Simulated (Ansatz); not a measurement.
Process, species as SMILES: [F][Ga] (F-Ga) (closed-shell singlet) → F atom + Ga atom
B3LYP-D3(BJ)/def2-TZVP geometries, fixed; electronic energies without zero-point terms.
Largest species:
```xyz
2

Ga     0.0000     0.0000    -0.4051
F      0.0000     0.0000     1.3954
```

Basis-set convergence of the atomisation energy at PBE0 with Ansatz (a quantum-chemistry and plane-wave program). Cartesian d functions, on some or all atoms, in 3-21G, 6-31G**; all else is spherical. The program fits the integrals of some runs and decomposes those of others, by size. Open shells are unrestricted. No added dispersion term, no relativity. Functions are those of the species that has most. Reference: the value in aug-cc-pV5Z, 137.62 kcal/mol, itself unsure by roughly 0.10 kcal/mol (its mean distance from pcseg-4, aug-pcseg-3, aug-cc-pVQZ). Deviations are taken from unrounded values.

```tsv
basis	functions	atomisation energy (kcal/mol)	minus reference (kcal/mol)
pcseg-0	31	134.43	-3.19
3-21G	32	141.56	3.94
cc-pVDZ	41	133.64	-3.98
pcseg-1	41	135.41	-2.21
def2-SVP	46	136.54	-1.08
6-31G**	50	135.46	-2.16
aug-cc-pVDZ	59	136.26	-1.36
def2-SVPD	61	138.34	0.72
6-311G**	62	134.59	-3.03
aug-cc-pVTZ	105	137.22	-0.40
aug-pcseg-2	105	137.36	-0.26
pcseg-3	128	137.54	-0.08
def2-QZVP	132	137.44	-0.18
def2-QZVPP	146	137.53	-0.09
def2-QZVPPD	161	137.61	-0.01
aug-cc-pVQZ	173	137.81	0.19
pcseg-4	212	137.57	-0.06
aug-cc-pV5Z	267	137.62	0.00
```
